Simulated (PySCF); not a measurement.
**TDDFT excited states: C4H7FN2Si**

C4H7FN2Si.
Atom-mapped SMILES: `[CH3:1][SiH2:2][n:3]1[cH:4][n:5][cH:6][c:7]1[F:8]` (hydrogens: H9, H10, H11 on C1; H12, H13 on Si2; H14 on C4; H15 on C6)

Cartesian coordinates in Å at the GFN2-xTB level; atoms count from 1:
```xyz
15
C4H7FN2Si angstrom
C     -2.249    0.328    0.540
Si    -1.159   -0.385   -0.832
N      0.527   -0.271   -0.310
C      1.476   -1.244   -0.184
N      2.630   -0.792    0.196
C      2.480    0.558    0.340
C      1.196    0.869    0.030
F      0.554    2.043    0.013
H     -2.094   -0.188    1.485
H     -2.039    1.383    0.704
H     -3.300    0.239    0.283
H     -1.331   -1.823   -1.035
H     -1.242    0.375   -2.079
H      1.259   -2.273   -0.382
H      3.287    1.189    0.648
```

Method used: TDDFT PBE0/def2-SVPD, vertical, gas phase, core orbitals frozen in the response (PySCF 2.14.0, density-fitted response routines).

```
state  E (eV)  λ (nm)  ν̃ (cm⁻¹)       f  |μ| (D)  main configurations (H = HOMO, L = LUMO)
   S1    5.94   208.8      47890  0.0021     0.31                    H→L+1 (61%), H→L (38%)
   S2    5.98   207.4      48200   0.013     0.76                    H→L (57%), H→L+1 (34%)
   S3    6.39   194.0      51540   0.089     1.91                               H→L+2 (84%)
   S4    6.54   189.7      52710  0.0025     0.32                H-1→L+2 (57%), H-1→L (35%)
   S5    6.64   186.8      53530   0.018     0.86                  H→L+3 (77%), H→L+4 (10%)
   S6    6.91   179.5      55730   0.016     0.77      H→L+4 (72%), H→L+3 (13%), H→L+6 (8%)
```

Triplets (Tamm–Dancoff): T1 4.45 eV, H→L+2 (54%), H→L (32%); T2 5.44 eV, H→L+5 (18%), H→L+2 (14%), H→L+8 (13%).

The lowest singlet lies at 5.94 eV (209 nm, ultraviolet) and is very weak; its leading configuration is HOMO→LUMO+1 (61%). The strongest level in the table is S3 at 6.39 eV (194 nm, f = 0.089). Löwdin shares by element: HOMO carbon 69% or more, nitrogen 11% or more (atoms not listed hold the other 20%); LUMO silicon 28%, hydrogen 16% or more, carbon 15% or more (atoms not listed hold the other 40%). Weighted by f, the mean energy of these states is 6.44 eV. Of the 6 states listed, 4 reach f = 0.01 and none stays under 0.0005. The listed states span 0.97 eV, and the widest gap between neighbours is 0.41 eV (S2 to S3). Only the lowest 6 singlets were computed, as vertical energies without vibronic structure.

Hardware: one thread, Intel Xeon at 2.70 GHz (x86_64), no GPU, shared host. Cost: 55 s of wall time, 0.87 GiB resident at most.

One conformer stands for the species.
